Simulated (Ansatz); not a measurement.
Reaction: GeH4Se (SMILES [GeH3][SeH]) → GeH3 (SMILES [GeH3], doublet) + HSe (SMILES [SeH], doublet) (the Ge-Se bond breaks)
Each species at its own B3LYP-D3(BJ)/def2-TZVP minimum (Ansatz, a program for electronic structure).

Wanted: bond dissociation energy (electronic), in kcal/mol. Open shells are spin-unrestricted; no spin-orbit coupling. Cores are frozen in correlated methods (noble-gas shells, and filled d and f shells in the p block). No relativity. CBS(X,Y): correlation extrapolated as X^-3, Hartree-Fock from the larger set (Q,5: extrapolated as (X+1)exp(-9√X)). A bracket is a step between two methods taken in the basis named. Double hybrids freeze cores in their MP2 part.

CCSD(T)/CBS(cc-pVQZ,cc-pV5Z) + [CCSDT(Q) - CCSD(T)]/cc-pVTZ + [CCSDTQ - CCSDT(Q)]/cc-pVDZ (Ansatz) gives 74.7 kcal/mol.

How far off this value is PBE/def2-TZVPD (Ansatz), in which direction, and how far these levels: r2SCAN/def2-TZVPD, B3LYP/def2-TZVPD, PBE0/def2-TZVPD, wB97M-V/def2-TZVPD, B2PLYP/def2-TZVPD, CCSD(T)/CBS(cc-pVQZ,cc-pV5Z)?

PBE gives 73.5 kcal/mol, 1.2 kcal/mol below it. Differences of the others: r2SCAN/def2-TZVPD (Ansatz) -2.3; B3LYP/def2-TZVPD (Ansatz) -5.5; PBE0/def2-TZVPD (Ansatz) -1.8; wB97M-V/def2-TZVPD (Ansatz) -2.1; B2PLYP/def2-TZVPD (Ansatz) -3.6; CCSD(T)/CBS(cc-pVQZ,cc-pV5Z) (Ansatz) 0.0 kcal/mol.
